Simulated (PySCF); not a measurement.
# Excitation energy of Cr by level of theory

Cr [Ar] 3d5 4s1 (7S) → Cr [Ar] 3d4 4s2 (5D), as a difference of total energies. Calculation: PySCF 2.14, in aug-cc-pVDZ-DK (7s6p4d2f, 59 functions); the spin-free X2C one-electron Hamiltonian (Gaussian nucleus). Correlated levels: valence: [Ar] frozen. The calculations carry no spin-orbit coupling.

```tsv
method	excitation energy (eV)
UHF	0.896
LDA	1.868
PBE	1.836
PBE0	1.591
r2SCAN	1.971
wB97M-V	0.985
BHandHLYP	0.735
BP86	1.725
PW91	1.854
MP2 (valence)	1.082
SCS-MP2 (valence)	0.180
```

Errors of the correlated levels include the incompleteness of this basis and the frozen core.

Question: Which method comes closest to the reference value, and which is furthest?

Answer: The reference is 1.003 eV (measured; NIST levels, between the centres of gravity of the two terms). Closest: wB97M-V (error -0.018 eV); furthest: r2SCAN (error 0.968 eV).
